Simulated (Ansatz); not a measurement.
Mulliken charges of CH6AlBrSi, SMILES `[CH3][AlH][SiH2]Br` from ωB97M-V/def2-TZVPP in Ansatz (PBE0-D4/def2-TZVP geometry).

| atom | x (Å) | y (Å) | z (Å) | charge (e) |
| --- | --- | --- | --- | --- |
| C1 | -1.622 | 0.666 | -0.552 | -0.516 |
| Al2 | -0.386 | -0.770 | -0.090 | 0.438 |
| Si3 | 1.647 | -0.213 | 1.090 | 0.039 |
| Br4 | 1.955 | -0.258 | -1.257 | -0.179 |
| H5 | -1.144 | 1.647 | -0.519 | 0.107 |
| H6 | -2.465 | 0.683 | 0.148 | 0.110 |
| H7 | -2.035 | 0.523 | -1.554 | 0.114 |
| H8 | -0.637 | -2.317 | -0.314 | -0.117 |
| H9 | 2.098 | 1.155 | 1.463 | 0.002 |
| H10 | 2.674 | -1.167 | 1.589 | 0.002 |

**Question.** By hand: the dipole of these point charges (1 e Å = 4.8032 D).

**Answer.** Σ q r = (-0.159, -0.061, 0.339) e Å, of length 0.379 e Å = 1.82 D.

**Question.** How does the dipole of the full density compare? (Estimate.)

**Answer.** Computed: (-0.082, 0.125, 0.244) e Å, 1.37 D; the point charges give 1.33 times that, at 36° from its direction.

Point charges leave out the atoms' own dipoles, such as those of lone pairs, and Mulliken's split depends on the basis, so the two needn't agree.
